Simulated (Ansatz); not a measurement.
`C[SiH](F)S` + CH₃NH₂ → `CN[SiH](C)F` + H₂S at 400 K and 1 bar (ligand exchange at the Si–S bond).

Isolated molecules relaxed with PBE0-D4/def2-TZVP in Ansatz; ΔE leaves out vibrations. CCSD(T)/CBS adds triple-zeta CCSD(T) − MP2 to the extrapolated MP2 energy (def2 sets, frozen cores). This one scheme is used for every species. One conformer a species, not always the lowest.

```csv
species,CCSD(T)/CBS energy (Eh),H − E (kJ/mol),S (J/(mol·K))
`C[SiH](F)S`,-827.81979,183.2,360.7
CH₃NH₂,-95.75281,185.4,256.0
`CN[SiH](C)F`,-524.60225,307.6,395.1
H₂S,-398.97279,53.4,215.9
```

H − E and S are ideal-gas, rigid-rotor, harmonic terms from PBE0-D4/def2-TZVP, for one conformer and one mirror image of each species. 1 Eh = 2625.50 kJ/mol, R = 8.31446 J/(mol·K).

Problem. By hand: ΔE, ΔH, ΔS and ΔG.

Solution. ΔE = (-524.60225) + (-398.97279) − (-827.81979) − (-95.75281) = -0.00244 Eh = -6.4 kJ/mol. Δ(H − E) = 307.6 + 53.4 − 183.2 − 185.4 = -7.6, so ΔH = -14.0 kJ/mol. ΔS = 395.1 + 215.9 − 360.7 − 256.0 = -5.7 J/(mol·K). ΔG = -14.0 − 400 × (-5.7)/1000 = -11.7 kJ/mol.

Problem. By hand: the equilibrium constant, and the temperature at which ΔG would vanish if ΔH and ΔS stayed fixed.

Solution. log₁₀ K = −ΔG/(RT ln 10) = 1.5. ΔG = 0 at ΔH/ΔS = 2456 K, though so small a ΔS makes that figure unsure.

The number of gas molecules stays the same, so ΔS is small and ΔH decides. A doubt of 5 kJ/mol in ΔE shifts log₁₀ K by 0.7 here. Other conformers and mirror images would add mixing entropy, several J/(mol·K) or more a flexible species. These are equilibria of isolated gas molecules and say nothing of rates. Largest T1 diagnostic: 0.011 (customary marks: 0.02 for closed shells, 0.045 for open ones).
